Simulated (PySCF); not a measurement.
An unknown shows these calculated signals:

1H NMR (400 MHz, computed): δ 7.61 (m, 1H), 7.58 (m, 1H), 7.51 (ddd, J = 9.1, 2.5, 1.4 Hz, 1H), 7.34 (m, 1H).

13C{1H} NMR (computed): δ 170.2 (C, d, J = 318.1 Hz), 139.7 (C, qd, J = 35.8, 4.5 Hz), 136.0 (CH, d, J = 5.2 Hz), 128.4 (C, q, J = 336.9 Hz), 126.3 (CH, q, J = 3.6 Hz), 123.9 (CH, d, J = 18.7 Hz), 118.7 (CH, dq, J = 21.7, 4.0 Hz).

Fast rotation and ring inversion assumed for equivalent nuclei, no solvent model, single conformer, no relativistic terms. Geometry from PBE0-D3(BJ)/def2-SVP; shielding tensors at PBE0/pcSseg-1 (GIAO); J couplings at B3LYP/pcJ-1 (spin–dipole term only in couplings to heteroatoms); PySCF.

δ = σ(ref) − σ, references computed at the same level: TMS for 1H (σref 31.27), 13C (σref 184.41).

Which of these does the molecule contain: a ketone, a CF3 group, a Si–CH3 group, a benzene ring, an amide?

## Answers


- A ketone: no.
- A CF3 group: yes (δC 128.4).
- A Si–CH3 group: no.
- A benzene ring: yes.
- An amide: no.

The data belong to SMILES Fc1cccc(C(F)(F)F)c1, C₇H₄F₄; they needn't prove each group on their own.

Carbon signals by region: 1 in the far downfield region (above 160 ppm), 6 in the sp2 and nitrile region (100–160 ppm). Above 160 ppm: 170.2, aromatic carbon bearing fluorine.

C–F couplings over four or more bonds (about 3 Hz to the para carbon of a fluoroarene) are left out. Common functionals overestimate the size of one-bond C–F couplings by tens of Hz; these are unscaled. Splittings below 1 Hz are ignored in the labels, and close J values are merged. Unscaled 3J(H,H) at this level run about 10 % above measured values. Shifts are as computed. Against solution values, carbons near 30 ppm lie about +2 ppm off and those near 130 ppm about +5 ppm. Of 1211 compounds with measured shifts, 218 miss one by over three times the rms of a fit or turn the order of signals round; such compounds aren't used in these exercises.
